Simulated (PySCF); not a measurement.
An equivalent PySCF input for P³⁺ (phosphorus, charge +3), [Ne] 3s2, closed-shell 1S, with no relativity, point nucleus:

```python
from pyscf import gto, scf, dft, mp, cc
import basis_set_exchange as bse
mol = gto.M(atom="P 0 0 0", charge=3, spin=0, symmetry="D2h",
            basis=gto.basis.parse(bse.get_basis("dyall-acv3z", elements=["P"], fmt="nwchem")))
mf = dft.UKS(mol, xc="M062X")
mf.irrep_nelec = {'Ag': (3, 3), 'B1u': (1, 1), 'B2u': (1, 1), 'B3u': (1, 1)}
mf.kernel()
```

It reaches the same state as the run whose output follows, with an energy that differs only through the grid. The run itself started from symmetry-adapted Hartree-Fock orbitals and held the occupation by maximum overlap, on a logarithmic radial grid, so the iterations belong to that start.

```
SCF conv_tol = 1e-09
number electrons alpha = 6  beta = 6
XC functionals = M062X
    Y. Zhao and D. G. Truhlar.,  Theor. Chem. Acc. 120, 215 (2008)
    Y. Zhao and D. G. Truhlar.,  Theor. Chem. Acc. 120, 215 (2008)
cycle= 1 E= -339.051838830945  delta_E= -0.00694  |g|= 0.0674  |ddm|= 0.144
cycle= 2 E= -339.051857110126  delta_E= -1.83e-05  |g|= 0.00318  |ddm|= 0.0129
cycle= 3 E= -339.051857265866  delta_E= -1.56e-07  |g|= 0.000511  |ddm|= 0.000971
cycle= 4 E= -339.051857277984  delta_E= -1.21e-08  |g|= 0.0001  |ddm|= 9.36e-05
cycle= 5 E= -339.051857278541  delta_E= -5.57e-10  |g|= 1.11e-06  |ddm|= 1.57e-05
converged SCF energy = -339.051857278541  <S^2> = -5.3290705e-15  2S+1 = 1
```
